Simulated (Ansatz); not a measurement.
```xyz
3

Mn    0.0000    0.0000    0.0000
Cr    0.0000    1.2960    2.0160
Cr    0.0000   -1.2960    2.0160
```

Basis set: pcseg-2. Charge 0. Computed with Ansatz (development build ahead of 0.2.0); the lowest solution found for each multiplicity.

Task: How do the multiplicities compare at this shape? Give, from the lowest of each method, PBE0 (unrestricted) for 6, 8.

Result:

```json
{"method": "PBE0, unrestricted", "multiplicity": "6", "E (eV)": "0.000", "<S²>": "13.91"}
{"method": "PBE0, unrestricted", "multiplicity": "8", "E (eV)": "0.048", "<S²>": "20.12"}
```

Caution for PBE0, unrestricted: the unrestricted determinant is a mixture of spin states.
